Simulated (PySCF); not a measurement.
Species: C4H9B.
Atom-mapped SMILES: `[BH:1]1[CH2:2][CH2:3][CH2:4][CH2:5]1` (hydrogens: H6 on B1; H7, H8 on C2; H9, H10 on C3; H11, H12 on C4; H13, H14 on C5)

The closed-shell ground state was solved at several levels (PySCF, density fitting, gas phase, non-relativistic). Isolated species at its GFN2-xTB geometry (one conformer only).

```tsv
level	basis functions	HOMO (eV)	LUMO (eV)	gap (eV)	dipole (D)
B3LYP/pcJ-1	225	-8.21	-1.03	7.18	0.27
CAM-B3LYP/def2-SVPD	172	-9.86	0.31	10.17	0.31
```

Problem. What might PBE0/pcSseg-1 (130 basis functions) give for the same quantities?

Solution. HOMO -8.44 eV, LUMO -0.82 eV, gap 7.62 eV, dipole 0.27 D.

Problem. Over all these levels, which gives the widest orbital gap and which the narrowest?

Solution. CAM-B3LYP/def2-SVPD (range-separated hybrid) has the widest, 10.17 eV, and B3LYP/pcJ-1 (global hybrid, 20 % exact exchange) the narrowest, 7.18 eV. Functional and basis both differ between the two, so the spread mixes both effects.

Problem. How far do the dipole and the HOMO energy spread over the levels?

Solution. The dipole runs from 0.27 to 0.31 D (mean 0.29 D) and the HOMO from -9.86 to -8.21 eV.
